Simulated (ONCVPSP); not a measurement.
Logarithmic derivatives: P, ONCV

P (Z = 15), optimised norm-conserving Vanderbilt (ONCV), made with ONCVPSP 4.0.1 (PBEsol, scalar-relativistic). Core [Ne], reference 3s2 3p1 (charge +2). Waves: 3s: rc 1.65 bohr, ncon 3, nbas 7, qcut 4.5 1/bohr, 2 projectors, debl 1.2 Ha; 3p: rc 1.20 bohr, ncon 5, nbas 8, qcut 6.8 1/bohr, 3 projectors, debl 1.6 Ha; d scattering state at 0.06 Ha: rc 1.30 bohr, ncon 5, nbas 9, qcut 6.2 1/bohr, 1 projector. Local part: polynomial inside 0.90 bohr (lpopt 5, dvloc0 1 Ha). Core correction: Teter function, fcfact 2.25, rcfact 1.65.

In the s channel the program set the typed energies aside and used -1.246, 0.250 Ha.

The phase is arctan(r·R′/R) of the radial function R(r), unwrapped; energies in Ha, scanned from -3 to 5 Ha. A pole is an energy at which the radial function vanishes at the test radius. The pseudo phase is shifted by a multiple of π to meet the all-electron one at the reference energy, and phase errors are pseudo minus all-electron; the curves can meet again beyond the range given. Levels narrower than the energy grid can be missing from the lists of poles.

For each channel, where are the poles, and over which energies does the pseudopotential scatter like the atom?

```
channel  radius (bohr)  reference energy (Ha)  poles, all-electron  poles, pseudo  unbroken range about the reference energy with phases within 0.05 rad  phase error 1 Ha above the reference energy (rad)
      s           1.68                  -1.25                 0.89     0.89, 3.05                                                              below 2.5                                             -0.000
      p           1.22                  -0.89                 none           none                                                        the whole range                                             +0.000
      d           1.32                   0.06                 3.34           3.47                                                        the whole range                                             +0.002
```

Note: ghosts flagged at negative energy: p at -149.5 eV; GHOST(+) flagged for s at 84.1 eV, p at 359.4 eV. A true bound ghost makes a file unfit for plane-wave use.

Phases in the d channel:

```tsv
E (Ha)	all-electron	pseudo
-2.98	1.067	1.068
-2.54	0.997	0.999
-2.10	0.900	0.902
-1.66	0.757	0.759
-1.22	0.537	0.539
-0.78	0.198	0.199
-0.34	-0.248	-0.248
0.10	-0.668	-0.668
0.54	-0.964	-0.964
0.98	-1.157	-1.155
1.42	-1.286	-1.283
1.86	-1.378	-1.374
2.30	-1.448	-1.442
2.74	-1.505	-1.497
3.18	-1.554	-1.544
3.62	-1.599	-1.585
4.06	-1.643	-1.624
4.50	-1.690	-1.662
4.94	-1.741	-1.702
```
